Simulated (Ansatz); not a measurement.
Basis-set extrapolation for `C1N[SiH2]S[SiH2]1` (PBE0-D4/def2-TZVP geometry, frozen core, Ansatz 0.2.0). Multiplicity 1, RHF reference.

|  | def2-TZVPP | def2-QZVPP |
| --- | --- | --- |
| HF | -1071.942301 | -1071.976211 |
| MP2 correlation | -0.795046 | -0.855624 |
| CCSD(T) correlation | -0.889447 | not run |

Energies in hartree. Use E(X) = E(∞) + A·exp(−7.88·√X) for Hartree–Fock and E(X) = E(∞) + B·X^(−2.97) for correlation, with X = 3 and 4, and add CCSD(T) minus MP2 of the smaller set to the MP2 limit.

Q: What is the CCSD(T) energy at the basis-set limit?

A: HF limit: -1071.976211 + (-0.033910) × 0.13774 = -1071.98088. MP2 limit: -0.855624 + (-0.060578) × 0.74074 = -0.90050. Higher-order term: -0.889447 − (-0.795046) = -0.09440. Total: -1072.97578 hartree, 378.2 kJ/mol below CCSD(T)/def2-TZVPP.
